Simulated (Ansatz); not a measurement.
Saddle point of Ge₄H₁₁OF, closed shell (Ge₄H₉F ([F][Ge]([GeH3])([GeH3])[GeH3]) + H₂O → Ge₃H₇OF ([OH][Ge]([F])([GeH3])[GeH3]) + GeH₄; bonds formed: Ge1–O7, Ge2–H6; bonds broken: Ge1–Ge2, H6–O7), PBE0-D4/def2-TZVP structure:

Ge1  (-1.034, -0.128, -0.156)
Ge2  (2.080, -0.355, -0.026)
Ge3  (-0.663, 1.591, -1.837)
Ge4  (-0.780, -0.037, 2.262)
F5  (-2.730, -0.607, -0.323)
H6  (0.559, -1.591, -0.587)
O7  (-0.474, -1.837, -0.902)
H8  (2.741, -0.728, 1.330)
H9  (3.192, -0.580, -1.087)
H10  (1.989, 1.202, 0.056)
H11  (-1.996, 1.834, -2.559)
H12  (0.408, 1.107, -2.819)
H13  (-0.207, 2.861, -1.112)
H14  (0.431, 0.822, 2.628)
H15  (-2.067, 0.544, 2.869)
H16  (-0.586, -1.484, 2.740)
H17  (-0.861, -2.617, -0.479)
(Å)

Energies are electronic, without zero-point energy. Barriers and step energies count from the start structure reached by relaxing down the imaginary mode; all methods use the PBE0-D4 structures, on which another method's saddle can fall below an end. Computed with Ansatz 0.2.0 (basis: def2-TZVPP, with def2-QZVPP for the basis limit); correlated methods freeze the cores. Filled d shells of the heavier atoms are correlated. The def2 sets are not built for correlating such inner shells, so the correlated values are less sure here. B3LYP uses VWN-RPA correlation. Extrapolation: Hartree–Fock as exp(−7.88 √X), correlation as X^−2.97.

```csv
method,barrier (kJ/mol),step energy (kJ/mol)
SPW92,122.5,22.8
PBE-D4,147.4,20.1
BLYP-D4,?,11.6
r2SCAN-D4,159.0,12.2
B97M-V,171.3,-1.4
PBE0-D4,165.4,19.9
B3LYP-D4,170.4,12.3
r2SCAN0-D4,171.9,14.8
BHLYP-D4,189.9,10.7
CAM-B3LYP-D4,177.9,6.9
wB97X-V,180.0,5.3
wB97M-V,171.0,9.8
B2PLYP,?,11.0
PBE-QIDH,179.5,15.4
RPA on PBE,?,4.6
HF,234.7,-3.3
MP2,179.1,10.5
CCSD,193.1,8.1
CCSD(T),182.1,8.9
```

(1) Fill in the withheld barriers. (Judge from chemistry; the value comes from the calculation.)

T1 diagnostic: at most 0.013.

Results:

(1) Computed: B2PLYP 181.1; RPA on PBE 179.6; BLYP-D4 155.8 kJ/mol. Each is the energy of the saddle less that of the start structure, by the same method.

For comparison, the barrier by CCSD(T) at an estimated basis limit (MP2 extrapolated from triple and quadruple zeta, plus CCSD(T) − MP2 in triple zeta) is 180.5 kJ/mol.

Labels in which every atom is bracketed show which atoms are joined, not bond orders.

For scale, one of the runs: CCSD(T)/def2-TZVPP, 408 basis functions, launched by `ansatz run in.yaml --threads 4 --pin off --events-out ev --progress --plain --max-ram 63488MiB --backend cuda --devices 0, --max-vram 37GiB`. The run took 62 s on 4 CPU threads of an AMD EPYC 7R13 and a share of one NVIDIA H100 (shared host), with 0.91 GiB of host memory at its peak.
